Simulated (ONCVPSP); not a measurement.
**An all-electron radial function and its pseudo partner (iridium (Ir))**

Columns: radius, all-electron u(r) and pseudo u(r) of the 5s shell (level -99.86 eV) of iridium in the configuration [Kr] 4d10 4f14 5s2 5p6 5d7 6s1.75; BLYP, scalar-relativistic, ONCV scheme, ONCVPSP 4.0.1.

```csv
r (bohr),all-electron,pseudo
0.093,0.1366,0.1894
0.186,0.2486,0.3721
0.279,-0.5095,0.5419
0.372,-0.6250,0.6929
0.465,-0.2013,0.8200
0.558,0.3484,0.9196
0.651,0.7947,0.9887
0.744,1.0728,1.0262
0.837,1.1958,1.0325
0.930,1.2041,1.0099
1.023,1.1378,0.9622
1.116,1.0301,0.8942
1.209,0.9047,0.8118
1.302,0.7769,0.7207
1.395,0.6560,0.6264
1.488,0.5467,0.5337
1.581,0.4510,0.4466
1.674,0.3690,0.3681
1.767,0.2999,0.2998
1.860,0.2424,0.2424
1.953,0.1951,0.1951
2.046,0.1564,0.1564
2.139,0.1250,0.1250
2.232,0.0997,0.0997
2.325,0.0793,0.0793
2.418,0.0629,0.0629
```

(1) How many radial nodes do the two functions have?

(2) At about which radius was the pseudo-wave matched?

(3) Where does each function peak?

(4) Is the pseudo-wave norm-conserving?

## Answers

(1) The all-electron 5s function has n − l − 1 = 4 (the table is too coarse to show those close to the nucleus); the pseudo-wave has 0, since the states of the same l below it are removed with the core.

(2) 1.86 bohr. The columns agree to 0.0005 from 1.77 bohr on; several derivatives are matched, so the curves merge somewhat inside the radius.

(3) Outermost all-electron maximum near 0.93 bohr, pseudo maximum near 0.84 bohr (to the table’s step).

(4) Yes: the ONCV scheme keeps the norm inside the radius equal to the all-electron one, which fixes the energy derivative of the logarithmic derivative at the level.
